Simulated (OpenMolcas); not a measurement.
# 3d⁴ along the 22-electron sequence

```yaml
Program: OpenMolcas
Method: SS-RASPT2, IPEA 0.25 Eh, imaginary shift 0.1 Eh
Basis: ANO-R2
Scalar_Hamiltonian: X2C, finite nucleus
Spin-orbit_coupling: RASSI with atomic mean-field integrals over the reference wave functions, term energies averaged over their components
```

Active space for each ion: 10 electrons in 8 orbitals (RAS1 3p, at most 2 holes; RAS2 3d); closed shells correlated by CASPT2: 3s.

Computed levels in cm-1 above ⁵D₀:

```tsv
Level	Mn3+	Fe4+	Ni6+	Cu7+
⁵D₁	105	151	290	388
⁵D₂	308	442	840	1113
⁵D₃	602	858	1606	2110
⁵D₄	975	1382	2550	3320
³P₀(1)	21280	24630	31260	34100
³H₄	21760	25310	32540	35860
³P₁(1)	21910	25540	33000	36400
³H₅	21980	25640	33210	36770
³H₆	22230	26000	33890	37670
weight of ⁵D in the lowest level (%)	100	100	99	99
```

Measured, with the error of the calculation in %. Measured levels: Mn3+ from Corliss and Sugar, J. Phys. Chem. Ref. Data 6, 1253 (1977); Fe4+ from Corliss and Sugar, J. Phys. Chem. Ref. Data 11, 135 (1982); Ni6+ from Corliss and Sugar, J. Phys. Chem. Ref. Data 10, 197 (1981).

```tsv
Level	Mn3+	Fe4+	Ni6+
⁵D₁	99.0 (+5.6)	142 (+6.1)	279 (+4.0)
⁵D₂	287 (+7.5)	417 (+6.0)	804 (+4.4)
⁵D₃	552 (+9.0)	803 (+6.9)	1520 (+5.7)
⁵D₄	886 (+10.1)	1283 (+7.8)	2392 (+6.6)
³P₀(1)	20654 (+3.0)	24055 (+2.4)	30077 (+3.9)
³H₄	21281 (+2.3)	24932 (+1.5)	31672 (+2.8)
³P₁(1)	21279 (+3.0)	24973 (+2.3)	31836 (+3.7)
³H₅	21475 (+2.4)	25226 (+1.6)	32286 (+2.9)
³H₆	21679 (+2.6)	25528 (+1.8)	32877 (+3.1)
```

The fine-structure level ⁵D₄ changes by a factor of 3.41 from Mn3+ to Cu7+. Its fourth root runs 5.59, 6.10, 7.11, 7.59, with steps per unit of Z of 0.51, 0.50, 0.48; equal steps would mean a (Z - σ)^4 law with constant σ.

³P₀(1) changes by a factor of 1.6 over the same range, with steps per unit of Z of +3350, +3320, +2840 cm-1.

CASPT2 breaks the degeneracy within a term, and the mean is taken; among the terms shown or strongly mixed into the levels shown the widest spread is 68 cm-1 (3d⁴ ³H, Mn3+). Active for correlation alone: 3p; no level in the range computed is led by a configuration that opens it, so any true level of that kind is missing. Computed and measured levels are paired by configuration, term and J; levels that our copy of the source lacks, or whose pairing is in doubt (as where it misses far off the trend of its configuration), stay unpaired and out of the deviations. Only configurations of the active space appear.

A number in round brackets counts repeated terms of one configuration in the order of the reference energies.
